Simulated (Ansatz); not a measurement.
Geometry optimisation of the cluster Al₂Sb₂⁺.

```yaml
crystal:
  periodic: [false, false, false]
  atoms:
    - {symbol: Al, position_ang: [-0.290530, 1.150560, -1.364530]}
    - {symbol: Al, position_ang: [1.634380, -0.275990, -0.727250]}
    - {symbol: Sb, position_ang: [0.353800, -1.201570, 1.383770]}
    - {symbol: Sb, position_ang: [-1.697640, 0.327000, 0.708010]}
basis:
  gaussian: {orbitals: def2-SVP}
total_charge: 1
magnetization: {spin_polarized: true, initial_magnetization: 1}
hamiltonian: {xc: pbe, dispersion: d4}
scf: {lower_state_search: "off"}
output: {orbitals: {seedname: orbitals}}
relax: {f_tol: 0.02, max_steps: 100}
```

```sh
$ ansatz run in.yaml --threads 4 --pin off --events-out ev --progress --plain --max-ram 4787MiB
```

It prints (some lines left out):

```
Functional definition: PBE
  name "PBE"
  cite "Perdew, Burke & Ernzerhof, Phys. Rev. Lett. 77, 3865 (1996) doi:10.1103/PhysRevLett.77.3865"
  parent pbe
  parameter kappa = 0.804
  parameter beta = 0.06672455060314922
  exchange = pbe_x(kappa = kappa, mu = beta*pi^2/3)
  correlation = pbe_c(beta = beta)
these checks for a lower state are left out or cut short: stability, starts, cluster_reference, orbital_swaps, neighbouring_geometries, increment
mean field -26251.02526809 eV, -964.7073850181 hartree, gradient 2.3e-6 eV, S^2 0.756651; 0 other end points of the search recorded, 0 dependent functions left out
the calculation of the forces begins
relax step   1: F+E_penalty+E_count = -26251.28333369 eV  Δ(F+E_penalty+E_count) = +0.000e0 eV  max|allowed force component| = 7.908e-1 eV/Å  Δτ_max = 0.0000 Å  (76 SCF iters, accepted)
these checks for a lower state are left out or cut short: stability, starts, cluster_reference, orbital_swaps, neighbouring_geometries, increment
mean field -26251.05725357 eV, -964.7085604630 hartree, gradient 1.6e-6 eV, S^2 0.762755; 0 other end points of the search recorded, 0 dependent functions left out
the calculation of the forces begins
relax step   2: F+E_penalty+E_count = -26251.31174626 eV  Δ(F+E_penalty+E_count) = -2.841e-2 eV  max|allowed force component| = 8.546e-1 eV/Å  Δτ_max = 0.1493 Å  (62 SCF iters, accepted)
these checks for a lower state are left out or cut short: stability, starts, cluster_reference, orbital_swaps, neighbouring_geometries, increment
mean field -26251.13667942 eV, -964.7114793091 hartree, gradient 8.7e-6 eV, S^2 0.759109; 0 other end points of the search recorded, 0 dependent functions left out
the calculation of the forces begins
relax step   3: F+E_penalty+E_count = -26251.39357022 eV  Δ(F+E_penalty+E_count) = -8.182e-2 eV  max|allowed force component| = 1.880e-1 eV/Å  Δτ_max = 0.0826 Å  (36 SCF iters, accepted)
these checks for a lower state are left out or cut short: stability, starts, cluster_reference, orbital_swaps, neighbouring_geometries, increment
mean field -26251.14494128 eV, -964.7117829267 hartree, gradient 2.2e-6 eV, S^2 0.758118; 0 other end points of the search recorded, 0 dependent functions left out
the calculation of the forces begins
relax step   4: F+E_penalty+E_count = -26251.40233898 eV  Δ(F+E_penalty+E_count) = -8.769e-3 eV  max|allowed force component| = 5.694e-2 eV/Å  Δτ_max = 0.0233 Å  (36 SCF iters, accepted)
these checks for a lower state are left out or cut short: stability, starts, cluster_reference, orbital_swaps, neighbouring_geometries, increment
mean field -26251.15345993 eV, -964.7120959817 hartree, gradient 4.3e-6 eV, S^2 0.757095; 0 other end points of the search recorded, 0 dependent functions left out
the calculation of the forces begins
relax step   5: F+E_penalty+E_count = -26251.41097443 eV  Δ(F+E_penalty+E_count) = -8.635e-3 eV  max|allowed force component| = 9.910e-2 eV/Å  Δτ_max = 0.0437 Å  (34 SCF iters, accepted)
these checks for a lower state are left out or cut short: stability, starts, cluster_reference, orbital_swaps, neighbouring_geometries, increment
mean field -26251.19657849 eV, -964.7136805594 hartree, gradient 7.9e-6 eV, S^2 0.756408; 0 other end points of the search recorded, 0 dependent functions left out
the calculation of the forces begins
relax step   6: F+E_penalty+E_count = -26251.45508243 eV  Δ(F+E_penalty+E_count) = -4.411e-2 eV  max|allowed force component| = 3.113e-1 eV/Å  Δτ_max = 0.1998 Å  (38 SCF iters, accepted)
these checks for a lower state are left out or cut short: stability, starts, cluster_reference, orbital_swaps, neighbouring_geometries, increment
mean field -26251.35155624 eV, -964.7193758867 hartree, gradient 2.1e-6 eV, S^2 0.760061; 0 other end points of the search recorded, 0 dependent functions left out
the calculation of the forces begins
relax step   7: F+E_penalty+E_count = -26251.60342513 eV  Δ(F+E_penalty+E_count) = -1.483e-1 eV  max|allowed force component| = 6.557e-1 eV/Å  Δτ_max = 0.1936 Å  (39 SCF iters, accepted)
these checks for a lower state are left out or cut short: stability, starts, cluster_reference, orbital_swaps, neighbouring_geometries, increment
mean field -26251.43178186 eV, -964.7223241239 hartree, gradient 3.2e-6 eV, S^2 0.758197; 0 other end points of the search recorded, 0 dependent functions left out
the calculation of the forces begins
relax step   8: F+E_penalty+E_count = -26251.66018947 eV  Δ(F+E_penalty+E_count) = -5.676e-2 eV  max|allowed force component| = 6.299e-1 eV/Å  Δτ_max = 0.1933 Å  (31 SCF iters, accepted)
these checks for a lower state are left out or cut short: stability, starts, cluster_reference, orbital_swaps, neighbouring_geometries, increment
mean field -26251.52203068 eV, -964.7256407066 hartree, gradient 1.9e-6 eV, S^2 0.756645; 0 other end points of the search recorded, 0 dependent functions left out
the calculation of the forces begins
relax step   9: F+E_penalty+E_count = -26251.75475772 eV  Δ(F+E_penalty+E_count) = -9.457e-2 eV  max|allowed force component| = 2.442e-1 eV/Å  Δτ_max = 0.1329 Å  (30 SCF iters, accepted)
these checks for a lower state are left out or cut short: stability, starts, cluster_reference, orbital_swaps, neighbouring_geometries, increment
mean field -26251.54864816 eV, -964.7266188810 hartree, gradient 1.8e-6 eV, S^2 0.755533; 0 other end points of the search recorded, 0 dependent functions left out
the calculation of the forces begins
relax step  10: F+E_penalty+E_count = -26251.78684331 eV  Δ(F+E_penalty+E_count) = -3.209e-2 eV  max|allowed force component| = 4.872e-2 eV/Å  Δτ_max = 0.0975 Å  (30 SCF iters, accepted)
these checks for a lower state are left out or cut short: stability, starts, cluster_reference, orbital_swaps, neighbouring_geometries, increment
mean field -26251.55503795 eV, -964.7268537015 hartree, gradient 3.8e-6 eV, S^2 0.755489; 0 other end points of the search recorded, 0 dependent functions left out
the calculation of the forces begins
relax step  11: F+E_penalty+E_count = -26251.78541457 eV  Δ(F+E_penalty+E_count) = +1.429e-3 eV  max|allowed force component| = 1.257e-1 eV/Å  Δτ_max = 0.2000 Å  (29 SCF iters, rejected (line search))
these checks for a lower state are left out or cut short: stability, starts, cluster_reference, orbital_swaps, neighbouring_geometries, increment
mean field -26251.55830478 eV, -964.7269737553 hartree, gradient 1.4e-6 eV, S^2 0.755076; 0 other end points of the search recorded, 0 dependent functions left out
the calculation of the forces begins
relax step  12: F+E_penalty+E_count = -26251.79499831 eV  Δ(F+E_penalty+E_count) = -8.155e-3 eV  max|allowed force component| = 3.018e-2 eV/Å  Δτ_max = 0.0886 Å  (29 SCF iters, accepted)
these checks for a lower state are left out or cut short: stability, starts, cluster_reference, orbital_swaps, neighbouring_geometries, increment
mean field -26251.55999692 eV, -964.7270359402 hartree, gradient 3.8e-6 eV, S^2 0.755112; 0 other end points of the search recorded, 0 dependent functions left out
the calculation of the forces begins
relax step  13: F+E_penalty+E_count = -26251.79590193 eV  Δ(F+E_penalty+E_count) = -9.036e-4 eV  max|allowed force component| = 1.689e-2 eV/Å  Δτ_max = 0.0391 Å  (23 SCF iters, accepted)
Total energy: -26251.79593473 eV, -964.7357064950 hartree
Atom 0 at    -0.353930     1.397317    -1.689279 Å, force     0.000484    -0.011408     0.015030 eV/Å
Atom 1 at     1.404384    -0.268912    -0.606875 Å, force     0.002867    -0.004423     0.004624 eV/Å
Atom 2 at     0.428512    -1.379723     1.615832 Å, force     0.003065     0.010301    -0.016887 eV/Å
Atom 3 at    -1.478956     0.251318     0.680322 Å, force    -0.006416     0.005529    -0.002768 eV/Å
Dipole moment:     0.427020     0.416274    -0.874960 e Å
Checks for a lower state left out: stability, starts, cluster_reference, orbital_swaps, neighbouring_geometries, increment
```

Run time 21 s (4 threads of Arm Neoverse V2 on a shared host).

In the def2 sets Sb takes a core potential; there is no spin–orbit coupling. The relaxation made no stability test and no search for a lower SCF solution. The structure comes from a short search, and lower isomers may exist.
